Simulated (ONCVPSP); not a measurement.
PBE ONCV dataset for Cu (Z = 29), scalar-relativistic all-electron reference.

copper, optimised norm-conserving Vanderbilt (ONCV), made with ONCVPSP 4.0.1 (PBE, scalar-relativistic). Core [Ne], reference 3s2 3p6 3d10 4s1. Waves: 3s+4s: rc 1.00 bohr, ncon 3, nbas 6, qcut 11.1 1/bohr, 2 projectors; 3p: rc 1.20 bohr, ncon 4, nbas 8, qcut 10.3 1/bohr, 1 projector; 3d: rc 1.35 bohr, ncon 4, nbas 8, qcut 11.4 1/bohr, 2 projectors, debl 3.4 Ha. Local part: polynomial inside 0.95 bohr (lpopt 5, dvloc0 0 Ha). Core correction: Teter function, fcfact 4, rcfact 1.65.

- Cutoffs needed: 53 Ha and 59 Ha (the cutoffs (Ha) at which the residual kinetic energy of the hardest occupied pseudo-wave falls to 1 and 0.1 mHa per electron)
- Ghost test: no bound ghost flagged; no localised positive-energy state flagged
- Configuration tests: 1 of 4 tests not solved or not reliable
- rms error of d²Exc/dni dnj: 1.53 mHa without and 2.39 mHa with the model core
